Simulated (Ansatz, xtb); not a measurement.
# Isomers of C4H2BrClN2 in order of energy

7 gas-phase structures of C4H2BrClN2, from a drawn sample of its isomers (lower ones may exist). Each was relaxed with GFN2-xTB:

A. `Clc1ncncc1Br`, a singlet
B. `Clc1cc(Br)ncn1`, a singlet
C. `Clc1nccc(Br)n1`, a singlet
D. `Clc1ccnc(Br)n1`, a singlet
E. `Clc1cncnc1Br`, a singlet
F. `Clc1ncc(Br)cn1`, a singlet
G. `Clc1cnc(Br)nc1`, a singlet

Question: Make a reasoned guess at their ranking by r2SCAN-D4/def2-SVP single-point energy.

Answer: Calculated order at r2SCAN-D4/def2-SVP: B (0.0), C (0.5), D (0.9), A (3.5), F (3.5), E (4.3), G (4.8) kcal/mol. Less than 1 kcal/mol parts B and C; C and D; A and F; F and E; E and G, so the order within those pairs means little.

Energies above the lowest of each column, in kcal/mol; the last columns are at PBE0-D3(BJ)/def2-SVP geometries and were run for some of them only (a dash: not run or not comparable):

```csv
structure,GFN2-xTB,HF/STO-3G,r2SCAN-D4/def2-SVP,PBE0-D3(BJ)/def2-SVP,CCSD(T)/def2-SVP + ΔMP2/def2-TZVPP
B,0.8,0.2,0.0,0.0,0.0
C,0.8,1.1,0.5,0.4,1.2
D,0.0,0.0,0.9,0.9,1.6
A,3.5,3.0,3.5,3.1,2.9
F,3.1,2.8,3.5,3.0,3.1
E,3.7,3.1,4.3,4.0,3.9
G,2.5,1.5,4.8,–,–
```

CCSD(T)/def2-SVP + ΔMP2/def2-TZVPP puts B lowest of those it was run on; GFN2-xTB picks D. Frequencies (GFN2-xTB) were run for A, B, C, D, E, F alone. ΔMP2 is the change of the MP2 energy from the smaller to the larger basis.

Over these structures GFN2-xTB departs from r2SCAN-D4/def2-SVP by 0.7 kcal/mol on average once a common shift is removed. A GFN2-xTB relaxation took about 0.062 s and the r2SCAN-D4/def2-SVP energy about 4.8 s on a shared host (Ansatz 0.2.0, xtb 6.7.1).
